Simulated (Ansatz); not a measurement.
`C1[SiH2]S1` and `[SiH3][SiH]1CS1` differ in one atom or group.

Ansatz, PBE0-D4/def2-TZVP geometries, multiplicity 1. 

```json
{"property": "HOMO–LUMO gap (B3LYP/def2-TZVPP) / eV", "`C1[SiH2]S1`": "6.12"}
{"property": "HOMO–LUMO gap (ωB97M-V/def2-TZVPP) / eV", "`C1[SiH2]S1`": "10.51"}
{"property": "HOMO–LUMO gap (PBE0/def2-TZVPP) / eV", "`C1[SiH2]S1`": "6.60"}
{"property": "HOMO energy (ωB97M-V/def2-TZVPP) / eV", "`C1[SiH2]S1`": "-9.16"}
{"property": "ideal-gas entropy at 298 K and 1 bar (rigid rotor, harmonic PBE0-D4/def2-TZVP) / J/(mol·K)", "`C1[SiH2]S1`": "277"}
{"property": "HOMO energy (PBE0/def2-TZVPP) / eV", "`C1[SiH2]S1`": "-6.98"}
```

Problem. What does the change do to each property? (An estimate is asked.)

Solution. Ansatz gave: 
```
                                                                                  property  `[SiH3][SiH]1CS1`  shift
                                                     HOMO–LUMO gap (B3LYP/def2-TZVPP) / eV               5.63  -0.49
                                                   HOMO–LUMO gap (ωB97M-V/def2-TZVPP) / eV               9.96  -0.55
                                                      HOMO–LUMO gap (PBE0/def2-TZVPP) / eV               6.04  -0.56
                                                     HOMO energy (ωB97M-V/def2-TZVPP) / eV              -9.00   0.16
ideal-gas entropy at 298 K and 1 bar (rigid rotor, harmonic PBE0-D4/def2-TZVP) / J/(mol·K)                341     64
                                                        HOMO energy (PBE0/def2-TZVPP) / eV              -6.86   0.12
```

With PBE0 the HOMO rises by 0.12 eV and the LUMO falls by 0.43 eV, so the gap narrows by about 0.55 eV. PBE moves the HOMO by 0.09 eV and ωB97M-V by 0.16 eV. The zero-point energy changes by 44.9 kJ/mol with +9 modes.

B3LYP here is the variant with VWN-RPA as its local correlation; programs differ in this.
